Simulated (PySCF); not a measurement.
## HoO(OH): one run

HoO(OH) (singlet in the valence; each metal's 4f electrons, 10 of them, lie in its core potential, out of spins and levels). PySCF 2.14.0, RKS PBE0, Ho lcecp-1-SVP with ECP56, O def2-SVP, H def2-SVP; non-relativistic Hamiltonian with scalar-relativistic core potentials where named; density fitting; no spin-orbit coupling. Purpose: finer grid at the relaxed geometry.

```python
mol = gto.M(atom='''
Ho    -0.01589    -0.04248    -0.41352
O      1.23924     0.03032     0.91128
O     -1.91992     0.02334     0.33116
H     -2.37016     0.07758     1.17698''',
    basis={'Ho': 'lcecp-1-SVP', 'O': 'def2-SVP', 'H': 'def2-SVP'},
    ecp={'Ho': 'lcecp-1-SVP'},
    charge=0, spin=0)
mf = dft.RKS(mol, xc='PBE0')
mf.grids.atom_grid = (75, 302)  # f atoms: unpruned, at least (60, 302)
mf = mf.density_fit()  # fitting sets: Ho AutoAux, O def2-universal-JKFIT, H def2-universal-JKFIT
mf.conv_tol = 1e-09; mf.max_cycle = 55
mf.kernel(dm0)  # dm0: converged density of the relaxed state
mf.nuc_grad_method().kernel()
```

Run from Python with OMP_NUM_THREADS=2; the lines above give its settings. Where DIIS fails, smearing, a level shift and second-order steps follow.
It took 4.4 s on 2 threads of AMD EPYC 7B13 (Zen 3) (shared host), with gradient, populations and further properties, from an already converged density.

Where do the frontier levels lie, over both spins?

HOMO -6.28 eV, LUMO -2.14 eV. The 4f levels lie in the core potential and are missing.

What are the Mulliken charges and spins?


| atom | charge (e) | spin (e) |
| --- | --- | --- |
| Ho1 | 0.792 | 0.000 |
| O2 | -0.461 | 0.000 |
| O3 | -0.524 | 0.000 |
| H4 | 0.192 | 0.000 |
The spin of the 4f electrons in the core isn't counted.

What forces act on the atoms (eV/Å)?


```
Ho   0.00 -0.01  0.00
O    0.00  0.01  0.00
O    0.01 -0.01  0.00
H    0.00  0.00  0.00
```
Forces carry noise of the integration grid, about 0.01 to 0.03 eV/Å.

An lcecp potential fixes the number of 4f electrons, so in runs with it no electron can move into or out of that shell.
